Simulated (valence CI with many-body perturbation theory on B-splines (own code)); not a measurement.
The numbers below are computed, except where a source is named.
## W³⁵⁺: what the settings do

Level of theory: configuration interaction combined with many-body perturbation theory (CI+MBPT): three valence electrons over a frozen Dirac-Fock core [Kr], a basis of 6 s, 6 p, 5 d, 5 f, 1 g functions for each j, with the one-electron correlation potential Σ1 (screened to all orders), the two-electron term Σ2, the three-electron term Σ3, Breit, model QED; selected single and double excitations, second order for the rest, scaled by the run's own slope (own B-spline code, finite nucleus).

The last digits are not significant, and no measured levels were compared; by estimate large intervals hold to a few tenths of a per cent, small ones and those within an open d or f shell to about a per cent. Only levels of the ground parity were solved; by the run's estimate the other parity begins above the list, which can be wrong where configurations are misplaced.

The reference run has the lowest level (4d3/2^3) J=3/2 and an ionisation energy of 1509.28 eV. Its largest variational space holds 2426 state functions.

Levels are named by their leading jj configuration (3d3/2^4 stands for four electrons in 3d with j = 3/2), which in mixed levels can hold well under half, so a name can repeat and another be missing. Letters in brackets count levels of one name in rising energy.

Changed runs:
A. scale of Σ1 1 → 0.9
B. size limit of the variational space 10000 → 1500; cutoff of virtual states (hartree) 10952 → 4800
C. scale of Σ1 1 → 0
D. Davidson tolerance 2e-05 → 0.03 (bad on purpose)

Excitation energies of the reference run in cm⁻¹, and shifts in cm⁻¹:

| Level | Reference | A | B | C | D |
| --- | --- | --- | --- | --- | --- |
| (4d3/2^2 4d5/2) J=5/2 [a] | 121232 | -70 | -3.6 | -706 | 0 |
| (4d3/2^2 4d5/2) J=3/2 | 140809 | -68 | -3.5 | -684 | 0 |
| (4d3/2^2 4d5/2) J=7/2 | 152160 | -74 | -3.8 | -740 | 0 |
| (4d3/2^2 4d5/2) J=9/2 | 155196 | -72 | -3.5 | -721 | 0 |
| (4d3/2^2 4d5/2) J=1/2 | 156684 | -70 | -3.4 | -699 | 0 |
| (4d3/2^2 4d5/2) J=5/2 [b] | 220754 | -78 | -4.0 | -782 | 0 |
| (4d3/2 4d5/2^2) J=7/2 [a] | 272035 | -139 | -7.0 | -1393 | 0 |
| (4d3/2 4d5/2^2) J=9/2 | 285621 | -143 | -7.1 | -1428 | 0 |
| (4d3/2 4d5/2^2) J=3/2 [a] | 299450 | -140 | -7.0 | -1406 | 0 |
| (4d3/2 4d5/2^2) J=1/2 | 308368 | -141 | -7.0 | -1411 | 0 |
| (4d3/2 4d5/2^2) J=5/2 [a] | 315220 | -136 | -7.0 | -1362 | +0.1 |
| (4d3/2 4d5/2^2) J=11/2 | 316178 | -143 | -7.0 | -1436 | 0 |
| Ionisation energy (eV) | 1509.28 | -0.28 | -0.0017 | -2.81 | 0 |
